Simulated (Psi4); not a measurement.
C3H7Si (SMILES C1C[SiH]C1), doublet, geometry from GFN2-xTB; BLYP/aug-cc-pVDZ run with Psi4.

Input for Psi4:
```
memory 2 GB

molecule mol {
0 2
  C     0.071661   -1.073899    0.751073
  C     1.216477   -0.219116    0.177526
  Si   -0.071602    0.973631   -0.595019
  C    -1.142551   -0.503884   -0.004563
  H    -0.031712   -0.902883    1.822844
  H     0.213093   -2.143378    0.591315
  H     1.825836   -0.774784   -0.532423
  H     1.886389    0.189321    0.932373
  H    -0.279824    2.236539    0.127518
  H    -1.996321   -0.279377    0.632673
  H    -1.488544   -1.174876   -0.788255
}

set basis aug-cc-pvdz
set reference uks

energy('blyp')
print_variables()
```

It wrote (shortened):

```
   => Loading Basis Set <=

    Name: AUG-CC-PVDZ
    Role: ORBITAL
    Keyword: BASIS

         ---------------------------------------------------------
                                   SCF
               by Justin Turney, Rob Parrish, Andy Simmonett
                          and Daniel G. A. Smith
                              UKS Reference
         ---------------------------------------------------------

  ==> Geometry <==

    Molecular point group: c1
    Full point group: C1

    Geometry (in Angstrom), charge = 0, multiplicity = 2:

       Center              X                  Y                   Z               Mass
    ------------   -----------------  -----------------  -----------------  -----------------
         C            0.073438151764    -1.113383905263     0.789795498401    12.000000000000
         C            1.218254151764    -0.258600905263     0.216248498401    12.000000000000
         SI          -0.069824848236     0.934146094737    -0.556296501599    27.976926534650
         C           -1.140773848236    -0.543368905263     0.034159498401    12.000000000000
         H           -0.029934848236    -0.942367905263     1.861566498401     1.007825032230
         H            0.214870151764    -2.182862905263     0.630037498401     1.007825032230
         H            1.827613151764    -0.814268905263    -0.493700501599     1.007825032230
         H            1.888166151764     0.149836094737     0.971095498401     1.007825032230
         H           -0.278046848236     2.197054094737     0.166240498401     1.007825032230
         H           -1.994543848236    -0.318861905263     0.671395498401     1.007825032230
         H           -1.486766848236    -1.214360905263    -0.749532501599     1.007825032230

  Running in c1 symmetry.

  Rotational constants: A =      0.31069  B =      0.21392  C =      0.14107 [cm^-1]
  Rotational constants: A =   9314.21895  B =   6413.19492  C =   4229.14977 [MHz]
  Nuclear repulsion =  158.506995977857770

  Charge       = 0
  Multiplicity = 2
  Electrons    = 39
  Nalpha       = 20
  Nbeta        = 19

  ==> Algorithm <==

  SCF Algorithm Type is DF.
  DIIS enabled.
  MOM disabled.
  Fractional occupation disabled.
  Guess Type is SAD.
  Energy threshold   = 1.00e-06
  Density threshold  = 1.00e-06
  Integral threshold = 1.00e-12

  ==> Primary Basis <==

  Basis Set: AUG-CC-PVDZ
    Blend: AUG-CC-PVDZ
    Number of shells: 73
    Number of basis functions: 159
[...]
      Ntotal   =   38.9999533293 ; deviation = -4.667e-05

   @Spin Contamination Metric:   1.501040011E-03
   @S^2 Expected:                7.500000000E-01
   @S^2 Observed:                7.515010400E-01
   @S   Expected:                5.000000000E-01
   @S   Observed:                5.000000000E-01

    Orbital Energies [Eh]
    ---------------------

    Alpha Occupied:

[...]
    Alpha Virtual:

[...]
     159A      3.091396

    Beta Occupied:

[...]
      19A     -0.241676

    Beta Virtual:

[...]
    Final Occupation by Irrep:
              A
    DOCC [    19 ]
    SOCC [     1 ]
    NA   [    20 ]
    NB   [    19 ]

  @DF-UKS Final Energy:  -407.87526080175570

   => Energetics <=

    Nuclear Repulsion Energy =            158.5069959778577697
    One-Electron Energy =                -873.7093749896032477
    Two-Electron Energy =                 347.0673849760191274
    DFT Exchange-Correlation Energy =     -39.7402667660293289
    Empirical Dispersion Energy =           0.0000000000000000
    VV10 Nonlocal Energy =                  0.0000000000000000
    Total Energy =                       -407.8752608017557009

  UHF NO Occupations:
  HONO-2 :   18  A 1.9998628
  HONO-1 :   19  A 1.9995199
  HONO-0 :   20  A 1.0000000
  LUNO+0 :   21  A 0.0004801
  LUNO+1 :   22  A 0.0001372
  LUNO+2 :   23  A 0.0000944
  LUNO+3 :   24  A 0.0000220

Computation Completed

Properties will be evaluated at   0.000000,   0.000000,   0.000000 [a0]

Properties computed using the SCF density matrix

 Multipole Moments:

 ------------------------------------------------------------------------------------
     Multipole            Electronic (a.u.)      Nuclear  (a.u.)        Total (a.u.)
 ------------------------------------------------------------------------------------

 L = 1.  Multiply by 2.5417464519 to convert [e a0] to [Debye]
 Dipole X            :         -0.1129513            0.1309957            0.0180443
 Dipole Y            :          2.6598790           -2.9100068           -0.2501279
 Dipole Z            :         -2.6964074            2.8538123            0.1574049
 Magnitude           :                                                    0.2960842

 ------------------------------------------------------------------------------------

  Variable Map:
  ----------------------------------------------------------------------------
[...]
  Array Variable Map:
  ----------------------------------------------------------------------------
[...]
[...]
```
